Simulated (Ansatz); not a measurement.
Steps of a relaxation of CH6FGeNSi (`F[SiH]1C[NH][GeH2]1`) with RKS PBE0-D4/def2-TZVP.

```sh
$ ansatz run in.yaml --threads 4 --pin off --events-out ev --progress --plain --max-ram 10444MiB
```

```yaml
crystal:
  periodic: [false, false, false]
  atoms:
    - {symbol: F, position_ang: [-0.935500, 2.333594, 1.045401]}
    - {symbol: Si, position_ang: [0.173862, 1.258987, 0.477773]}
    - {symbol: C, position_ang: [0.011062, -0.537913, 1.126364]}
    - {symbol: N, position_ang: [0.296138, -1.164054, -0.172704]}
    - {symbol: Ge, position_ang: [-0.178408, 0.037222, -1.540656]}
    - {symbol: H, position_ang: [1.523642, 1.887790, 0.688049]}
    - {symbol: H, position_ang: [0.751318, -0.816681, 1.911858]}
    - {symbol: H, position_ang: [-1.007849, -0.725143, 1.549681]}
    - {symbol: H, position_ang: [0.244351, -2.186826, -0.220350]}
    - {symbol: H, position_ang: [0.816209, -0.033063, -2.734684]}
    - {symbol: H, position_ang: [-1.629525, -0.110913, -2.109931]}
basis:
  gaussian: {orbitals: def2-TZVP}
hamiltonian: {xc: pbe0, dispersion: d4}
relax: {f_tol: 0.005, max_steps: 150}
```

Positions (Å) and forces (eV/Å) along the path, 11 of 11 steps:

```xyz
11
step=1 energy=-69725.2967 eV
F    -0.935    2.334    1.045    0.853   -0.820   -0.423
Si    0.174    1.259    0.478   -0.562    0.483    0.421
C     0.011   -0.538    1.126   -0.101    0.092    0.298
N     0.296   -1.164   -0.173   -0.122   -0.365   -0.082
Ge   -0.178    0.037   -1.541    0.006   -0.153    0.180
H     1.524    1.888    0.688   -0.315   -0.129   -0.031
H     0.751   -0.817    1.912   -0.355    0.135   -0.453
H    -1.008   -0.725    1.550    0.512    0.056   -0.286
H     0.244   -2.187   -0.220   -0.012    0.694    0.059
H     0.816   -0.033   -2.735   -0.161    0.012    0.206
H    -1.630   -0.111   -2.110    0.257   -0.004    0.110
11
step=2 energy=-69725.3495 eV
F    -0.920    2.316    1.039    0.530   -0.506   -0.271
Si    0.179    1.255    0.473   -0.506    0.376    0.357
C     0.012   -0.530    1.115   -0.022    0.072    0.171
N     0.304   -1.160   -0.174   -0.024   -0.085   -0.099
Ge   -0.179    0.039   -1.525    0.049   -0.117    0.026
H     1.512    1.882    0.692   -0.068   -0.046   -0.021
H     0.741   -0.808    1.892   -0.112    0.041   -0.121
H    -0.999   -0.724    1.519    0.160    0.040   -0.083
H     0.224   -2.169   -0.218   -0.009    0.198    0.016
H     0.807   -0.027   -2.708   -0.023    0.017    0.005
H    -1.615   -0.131   -2.083    0.024    0.008    0.021
11
step=3 energy=-69725.3631 eV
F    -0.908    2.295    1.036    0.008   -0.014   -0.009
Si    0.171    1.249    0.476   -0.038    0.057    0.012
C     0.012   -0.525    1.116    0.005    0.061   -0.004
N     0.308   -1.155   -0.172    0.033   -0.026   -0.045
Ge   -0.171    0.033   -1.525   -0.011    0.042    0.037
H     1.502    1.870    0.685    0.042    0.000    0.007
H     0.734   -0.801    1.892    0.017   -0.014    0.017
H    -0.995   -0.718    1.511   -0.037   -0.021    0.003
H     0.217   -2.158   -0.213   -0.006   -0.050   -0.001
H     0.805   -0.018   -2.715    0.004   -0.012    0.001
H    -1.609   -0.131   -2.071   -0.017   -0.023   -0.017
11
step=4 energy=-69725.3638 eV
F    -0.905    2.299    1.038   -0.011    0.014    0.007
Si    0.173    1.254    0.479   -0.008   -0.007   -0.002
C     0.011   -0.522    1.114    0.002    0.005    0.028
N     0.313   -1.155   -0.174    0.023   -0.001   -0.019
Ge   -0.175    0.037   -1.522    0.001   -0.003   -0.018
H     1.507    1.870    0.690    0.006   -0.008   -0.007
H     0.730   -0.801    1.892    0.000   -0.003    0.005
H    -0.998   -0.718    1.504   -0.007    0.000    0.002
H     0.220   -2.158   -0.215   -0.008   -0.003    0.004
H     0.801   -0.020   -2.712    0.003    0.005   -0.005
H    -1.611   -0.142   -2.073   -0.002    0.002    0.005
11
step=5 energy=-69725.3640 eV
F    -0.904    2.300    1.040   -0.002    0.005    0.001
Si    0.172    1.254    0.479   -0.001   -0.006   -0.001
C     0.010   -0.522    1.114   -0.003    0.000    0.018
N     0.315   -1.154   -0.174    0.017    0.001   -0.006
Ge   -0.174    0.036   -1.522   -0.005   -0.001   -0.010
H     1.508    1.867    0.686    0.000   -0.005   -0.002
H     0.728   -0.801    1.894   -0.003    0.000    0.000
H    -1.000   -0.719    1.502    0.000    0.001   -0.002
H     0.221   -2.158   -0.214   -0.005    0.001    0.002
H     0.801   -0.018   -2.713   -0.001    0.004   -0.001
H    -1.611   -0.143   -2.071    0.002   -0.001    0.003
11
step=6 energy=-69725.3640 eV
F    -0.899    2.305    1.038    0.004    0.005    0.005
Si    0.174    1.255    0.479   -0.033   -0.026   -0.012
C     0.007   -0.523    1.114    0.029    0.022    0.009
N     0.330   -1.151   -0.172   -0.024    0.001   -0.017
Ge   -0.176    0.035   -1.522    0.020    0.022    0.028
H     1.513    1.862    0.687    0.006   -0.003   -0.002
H     0.717   -0.801    1.901   -0.003    0.000   -0.002
H    -1.007   -0.721    1.491   -0.003   -0.002   -0.015
H     0.228   -2.155   -0.215    0.003   -0.006    0.003
H     0.793   -0.011   -2.717    0.006   -0.006   -0.005
H    -1.615   -0.151   -2.062   -0.004   -0.007    0.007
11
step=7 energy=-69725.3642 eV
F    -0.898    2.306    1.042    0.001    0.002   -0.002
Si    0.172    1.255    0.479   -0.001   -0.013    0.002
C     0.007   -0.522    1.114    0.006    0.004   -0.004
N     0.329   -1.151   -0.173   -0.007    0.005    0.003
Ge   -0.174    0.036   -1.522    0.001    0.001    0.008
H     1.512    1.859    0.683    0.001    0.001    0.000
H     0.717   -0.801    1.901   -0.002    0.002   -0.001
H    -1.007   -0.722    1.490   -0.001   -0.001   -0.004
H     0.228   -2.154   -0.215    0.003   -0.001   -0.001
H     0.795   -0.011   -2.717    0.000    0.000    0.000
H    -1.614   -0.153   -2.061   -0.001   -0.001    0.000
11
step=8 energy=-69725.3642 eV
F    -0.897    2.307    1.042    0.002    0.001    0.000
Si    0.172    1.255    0.479    0.001   -0.004   -0.003
C     0.006   -0.522    1.114    0.001   -0.001   -0.002
N     0.330   -1.150   -0.173   -0.003    0.002    0.003
Ge   -0.175    0.036   -1.521   -0.001    0.001    0.000
H     1.513    1.858    0.682   -0.001    0.000    0.001
H     0.715   -0.801    1.901   -0.001    0.000    0.000
H    -1.008   -0.722    1.488    0.001    0.001    0.000
H     0.230   -2.154   -0.215    0.003    0.001    0.000
H     0.794   -0.011   -2.717   -0.001    0.000    0.000
H    -1.614   -0.154   -2.059    0.000   -0.001    0.000
11
step=9 energy=-69725.3642 eV
F    -0.895    2.309    1.042    0.001   -0.001    0.000
Si    0.172    1.254    0.479    0.003    0.005    0.001
C     0.005   -0.522    1.114   -0.005   -0.003   -0.001
N     0.332   -1.149   -0.172    0.000   -0.001    0.001
Ge   -0.175    0.037   -1.521   -0.001    0.000   -0.005
H     1.514    1.855    0.682   -0.001   -0.001    0.000
H     0.712   -0.801    1.903    0.000   -0.001    0.000
H    -1.011   -0.722    1.484    0.001    0.000    0.003
H     0.235   -2.153   -0.215    0.003    0.002    0.000
H     0.792   -0.010   -2.718   -0.001    0.000    0.001
H    -1.615   -0.157   -2.057    0.001    0.000    0.000
11
step=10 energy=-69725.3642 eV
F    -0.892    2.311    1.043    0.000   -0.002    0.000
Si    0.172    1.254    0.479    0.001    0.008    0.000
C     0.004   -0.522    1.114   -0.005   -0.003    0.000
N     0.333   -1.148   -0.172    0.000   -0.003   -0.001
Ge   -0.176    0.037   -1.521   -0.001    0.000   -0.004
H     1.515    1.853    0.681    0.000   -0.002    0.000
H     0.709   -0.801    1.904    0.001   -0.001    0.001
H    -1.013   -0.723    1.482    0.001    0.000    0.003
H     0.240   -2.152   -0.215    0.002    0.002    0.001
H     0.790   -0.009   -2.718    0.000    0.000    0.000
H    -1.617   -0.158   -2.056    0.001    0.000    0.000
11
step=11 energy=-69725.3642 eV
F    -0.891    2.313    1.043    0.001   -0.001    0.000
Si    0.171    1.254    0.479    0.000    0.004    0.001
C     0.002   -0.521    1.114   -0.003   -0.001    0.001
N     0.333   -1.147   -0.172    0.000   -0.002   -0.002
Ge   -0.177    0.037   -1.521    0.000   -0.001   -0.002
H     1.516    1.850    0.681    0.000   -0.001   -0.001
H     0.707   -0.801    1.905    0.001    0.000    0.001
H    -1.014   -0.723    1.482    0.000    0.000    0.001
H     0.245   -2.151   -0.215    0.000    0.002    0.001
H     0.789   -0.009   -2.719    0.001    0.000    0.000
H    -1.617   -0.159   -2.056    0.000    0.001    0.001
```

Hardware: 4 threads of an Arm Neoverse V1 on a shared host. Wall time 56 s, peak host memory 0.67 GiB.
